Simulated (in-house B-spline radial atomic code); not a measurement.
Results of a calculation; reference values are marked as such.
# Building a PAW s channel for Ga, r_c = 1.75 bohr

Ga, [Ar] 3d10 4s2 4p1, non-relativistic PBE, spherical and spin-unpolarised, from a B-spline radial code for spherical atoms (atomic units; all potentials screened as in the neutral atom).

Two all-electron partial waves φ1, φ2 are integrated outwards at E1 = ε(4s) = -0.320089 and E2 = E1 + 1 hartree; φ1 is the bound orbital and φ2 has unit norm inside r_c = 1.7497 bohr. Smooth partners are polynomials, r^1(a0 + a1 r² + a2 r⁴ + a3 r⁶), matched to φ and three derivatives at r_c, with no condition on the norm. The local potential is -7.07978 + (5.57209) r² + (-1.85787) r⁴ + (0.228468) r⁶ inside 1.4325 bohr and the all-electron one outside.

```
wave     φ(r_c)    φ'(r_c)         a0         a1           a2           a3
   1   0.695205  0.1371647  0.2257513  0.2216764  -0.07602086  0.007159415
   2  0.9769219  -1.256524  0.9054879  0.2463902   -0.1752609   0.01886079
```

Inside r_c the overlaps are <φi φj> = [[0.26061, 0.50377], [0.50377, 1.00000]] and, for the smooth waves, [[0.28260, 0.58612], [0.58612, 1.27841]]. With χj = (Ej − T − V_local) applied to smooth wave j, the program's quadrature gives the matrix B_ij = <smooth i, χj> as [[0.34971, 1.01042], [0.92807, 2.71348]].

Q: Check the match of the first wave, and find the augmentation charges q_ij.

A: At r_c the four terms are 0.39500, 1.18744, -1.24667, 0.35944, which sum to 0.6952, φ1(r_c) to rounding. q_ij is the all-electron overlap less the smooth one: [[-0.02199, -0.08235], [-0.08235, -0.27841]]. The smooth first wave has a norm of 0.2826 inside r_c against 0.2606, so q11 is negative and must stay small enough for the overlap operator to be positive.

Q: B isn't symmetric. Show that D_ij = B_ij + Ej q_ij is.

A: Integrating by parts gives B12 − B21 = (E1 − E2) q12: 1.01042 − (0.92807) = 0.08235, and −1 × (-0.08235) = 0.08235. So D12 = 1.01042 + (0.679911)(-0.08235) = 0.95443 and D21 = 0.92807 + (-0.320089)(-0.08235) = 0.95443; D11 = 0.35675, D22 = 2.52419. The projectors, p = (B⁻¹)ᵀ χ, are dual to the smooth waves; det B = 0.011, small beside B11 B22, as the two smooth waves look alike inside r_c.

Solving (T + V_local + Σ p D p) ψ = E (1 + Σ p q p) ψ in a sphere of 9 bohr, whose wall lifts the free-atom level a little, gives these levels:

```json
{"all-electron": "-0.320043", "one projector": "-0.320043", "two projectors": "-8.643040"}
{"all-electron": "0.046482", "one projector": "0.045070", "two projectors": "-0.320043"}
{"all-electron": "0.361140", "one projector": "0.338978", "two projectors": "0.046482"}
{"all-electron": "0.836738", "one projector": "0.518870", "two projectors": "0.361139"}
{"all-electron": "1.460640", "one projector": "0.876788", "two projectors": "0.836737"}
```

Q: What does the second projector gain?

A: With one projector the errors are 0.00, -1.41, -22.16 millihartree, and the level at 0.5189 is out of step with the all-electron series: an extra state, or one far too low, so the pairing ends there; skipping it, the next levels are off by +40.1 millihartree. With two a ghost lies below the reference level, so the set fails. The lowest eigenvalue of the overlap operator is 0.7926 with one and 0.07313 with two projectors. The smooth orbital alone needs a cutoff of 6.06 hartree for 1 millihartree of kinetic energy, against 13.1 for a norm-conserving Troullier-Martins orbital of the same radius, which is no gain while the set fails.
